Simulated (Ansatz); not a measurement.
Results of the Gaussian-basis code of Ansatz.

A structure relaxed at PBE0-D4/def2-TZVP, charge 0, multiplicity 2:

Cartesian coordinates in Å:
```
C -0.849 -0.457 1.555
Ge 0.639 0.433 0.633
Si 0.441 0.496 -1.732
H -0.729 -0.367 2.635
H -0.869 -1.517 1.291
H -1.798 -0.004 1.265
H 1.986 -0.169 1.103
H 1.598 1.234 -2.305
H -0.812 1.212 -2.092
H 0.392 -0.860 -2.352
```

Q: Give its formula and SMILES.

A: CH7GeSi, `[CH3][GeH][SiH3]`.

Q: Summarise the bond lengths by kind.

A: 1 × C–Ge 1.964 Å; 3 × C–H 1.090 to 1.093 Å; 1 × Ge–Si 2.374 Å; 1 × Ge–H 1.548 Å; 3 × H–Si 1.487 to 1.492 Å.
